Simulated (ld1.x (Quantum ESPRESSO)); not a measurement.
# Transferability test, TM potential for V

```
Element                 : vanadium
Generator               : ld1.x (Quantum ESPRESSO) 7.5
Type                    : norm-conserving Troullier–Martins (Kleinman–Bylander form)
Functional              : PBE
Relativity              : fully relativistic
Frozen core             : [Ne]
Valence charge          : 13
Reference configuration : 3s2 3p6 3d3 4s2 4p0
Partial waves           : 3s (bound): rc 1.30 bohr; 3d (bound): rc 1.75 bohr; 3p (bound): rc 0.95 bohr
Local potential         : the p channel
Core correction         : none
```

Open shells are filled in proportion to 2j + 1 (rel_dist='average').

Occupied shells without a wave of their own: 4s. They enter only through the test configuration that unscreens the potential.

Energies are relative to the spin-unpolarised reference configuration 3s2 3p6 3d3 4s2 4p0; without spin polarisation the order of configurations can differ from experiment. The p channel is local and has no spin–orbit splitting in the pseudo-atom.

**Question.** Give the all-electron excitation energy and the error of the potential for: 3s2 3p6 3d3 4s1 4p0; 3s2 3p6 3d3 4s0 4p0; 3s2 3p6 3d2 4s0 4p0; 3s2 3p6 3d3 4s0 4p1; 3s1 3p6 3d3 4s2 4p0; 3s2 3p6 3d2 4s2 4p0; 3s2 3p6 3d1 4s0 4p0.

**Answer.**

```csv
valence configuration,charge,ΔE all-electron (eV),error AE − PS (meV)
3s2 3p6 3d3 4s1 4p0,+1,7.735,-188
3s2 3p6 3d3 4s0 4p0,+2,22.031,-492
3s2 3p6 3d2 4s0 4p0,+3,50.928,-758
3s2 3p6 3d3 4s0 4p1,+1,11.839,-387
3s1 3p6 3d3 4s2 4p0,+1,77.428,-86
3s2 3p6 3d2 4s2 4p0,+1,10.974,+55
3s2 3p6 3d1 4s0 4p0,+4,96.800,-804
```

Levels in the configuration 3s2 3p6 3d3 4s0 4p0:

```json
{"level": "3s j=1/2", "all-electron (eV)": "-86.764", "pseudo (eV)": "-87.084"}
{"level": "3p j=1/2", "all-electron (eV)": "-61.130", "pseudo (eV)": "-60.887"}
{"level": "3p j=3/2", "all-electron (eV)": "-60.299", "pseudo (eV)": "-60.887"}
{"level": "3d j=3/2", "all-electron (eV)": "-21.360", "pseudo (eV)": "-21.638"}
{"level": "3d j=5/2", "all-electron (eV)": "-21.289", "pseudo (eV)": "-21.566"}
```

The 4s level has no wave, so the channel is fitted at the deeper level alone: the likely source of the large errors.

A Bessel basis up to 400 Ry misses an occupied level by 2.72 Ry, so cutoffs and ghosts were not judged. The potential misses its own reference levels by up to 0.6 eV.
